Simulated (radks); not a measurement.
Spherical quantum dot in the effective-mass picture: electrons in a parabolic well V = omega^2 r^2 / 2 with omega = 4.97, all in effective atomic units (hartree* = m*/eps^2 hartree, bohr* = eps/m* bohr), one dielectric constant everywhere. Calculated with a radial shooting solver with Libxc functionals: non-relativistic Kohn-Sham, r2SCAN, spin-polarised, spherical densities, generalised Kohn-Sham scheme. Levels are named by radial order and angular momentum (1s, 1p, 1d, 2s, ...), and open shells are averaged over m.

N = 25, configuration 1s2 1p6 1d10 2s2 1f(up 5, down 0). This is the lowest configuration that the search found. Occupied and some empty levels:

level,occupation,eigenvalue (hartree*),<r> (bohr*)
1s up,1,34.190,0.6448
1s down,1,34.249,0.6375
1p up,3,37.338,0.8297
1p down,3,37.481,0.8230
1d up,5,40.722,0.9636
1d down,5,40.932,0.9597
2s up,1,41.103,0.8617
2s down,1,41.276,0.8647
1f up,5,44.336,1.072
1f down,0,44.590,1.070
2p up,0,44.983,0.9762
2p down,0,45.149,0.9787
1g up,0,48.149,1.166
1g down,0,48.434,1.166
2d up,0,48.958,1.084
2d down,0,49.148,1.084

Energy (hartree*): total 711.020, kinetic 147.45, external 286.50, Hartree 304.82, exchange-correlation -27.748.

Electron density:

r (bohr*),n(r) (e/bohr*^3)
0.0385,5.472
0.135,5.163
0.232,4.649
0.329,4.147
0.426,3.839
0.523,3.772
0.620,3.849
0.716,3.889
0.813,3.727
0.910,3.295
1.01,2.642
1.10,1.905
1.20,1.236
1.30,0.7137
1.39,0.3673
1.49,0.1686
1.59,0.06896
1.68,0.02547
1.78,0.008312
1.88,0.002431
